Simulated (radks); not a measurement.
Nb XIV, configuration [Ar] 3d9 4s1 (not the ground configuration).

All-electron calculation, scalar-relativistic Kohn-Sham, PBEsol, spin-polarised, spherical densities, finite nucleus; open shells are filled with parallel spins first (spin-orbit coupling, left out, can overturn this in heavy ions); Fermi nuclear charge, rms radius 4.324 fm. Program: a radial shooting solver on a logarithmic mesh with Libxc functionals.

Energy parts (eV):
part                       energy
total                 -102145.448
kinetic                105218.235
electron-nucleus      -237707.641
Hartree                 33257.937
exchange-correlation    -2913.978

Orbitals (lengths in bohr, moments of r in powers of bohr; <r^-3> diverges for s and p1/2; r(90%) holds 90 % of the orbital's charge):
| orbital | occ. | eigenvalue (eV) | <r^-3> | r(90%) |
|---|---|---|---|---|
| 1s up | 1 | -19103.30 | - | 0.0647 |
| 1s down | 1 | -19102.96 | - | 0.0647 |
| 2s up | 1 | -2931.726 | - | 0.244 |
| 2s down | 1 | -2929.880 | - | 0.244 |
| 2p up | 3 | -2651.532 | 2349 | 0.224 |
| 2p down | 3 | -2650.077 | 2351 | 0.224 |
| 3s up | 1 | -722.2704 | - | 0.642 |
| 3s down | 1 | -719.7174 | - | 0.642 |
| 3p up | 3 | -630.2788 | 403.1 | 0.656 |
| 3p down | 3 | -627.6726 | 402.5 | 0.656 |
| 3d up | 5 | -481.3958 | 54.37 | 0.657 |
| 3d down | 4 | -478.5197 | 54.34 | 0.657 |
| 4s up | 1 | -289.2159 | - | 1.38 |
| 4s down | 0 | -285.0166 | - | 1.38 |

The highest occupied level is 4s up at -289.22 eV. The electron density at the nucleus is 8.395e+04 e/bohr^3 (large components only). The spin density at the nucleus is 176.6 e/bohr^3 (1s 0.7, 2s -2.7, 3s 1.2, 4s 177.3). Summed over all electrons, <r^2> = 4.863 bohr^2, which gives a Langevin (diamagnetic) susceptibility term of -3.85 x 10^-6 cm^3/mol.
